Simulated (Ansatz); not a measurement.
Born–Oppenheimer molecular dynamics of BFH6OSi (10 atoms, charge 0, multiplicity 1). It starts at the highest image of a converged band, a first-order saddle point between two minima.

Level of theory: Ansatz, RKS PBE0-D4/6-31G*.

* ensemble: NVE (velocity Verlet)
* time step: 0.5 fs
* steps asked: 200
* starting velocities drawn for: 300 K
* seed: 3016

First frame:

```xyz
10
Properties=species:S:1:pos:R:3
B -0.033 -0.216 0.006
F 0.094 -0.030 1.623
H 0.862 0.397 -0.497
H -1.175 -0.006 -0.302
O 0.291 -1.672 0.241
Si -0.715 -2.933 -0.251
H -0.120 -4.183 0.283
H -2.087 -2.745 0.292
H -0.750 -2.963 -1.733
H 0.286 -1.095 1.409
```

Problem. How far do the bonds stretch over the last three quarters of this one trajectory? (Pairs bonded in most of those frames.)

Solution. 
```
  bond  mean (Å)  spread (Å)  shortest  longest
 B1–H3     1.202       0.041      1.14     1.26
 B1–H4     1.208       0.019      1.17     1.24
 B1–O5     1.390       0.036      1.34     1.48
F2–H10     0.945       0.028      0.90     1.02
O5–Si6     1.680       0.019      1.65     1.72
Si6–H7     1.485       0.017      1.46     1.51
Si6–H8     1.491       0.024      1.45     1.52
Si6–H9     1.489       0.010      1.47     1.50
```

Mean temperature of the second half: 371 K. The conserved energy stayed within 0.17 meV per atom of its start (net change -0.022 meV per atom), so the integration is sound. A run of 0.1 ps of so small a system gives no equilibrium averages. The orbitals stay closed-shell, which can raise the energy where a bond breaks towards radicals; this wasn't checked here.

Run time: 5.6 min on 1 thread of Intel(R) Xeon(R) Platinum 8488C (Sapphire Rapids), on a shared host, peak memory 0.16 GiB.
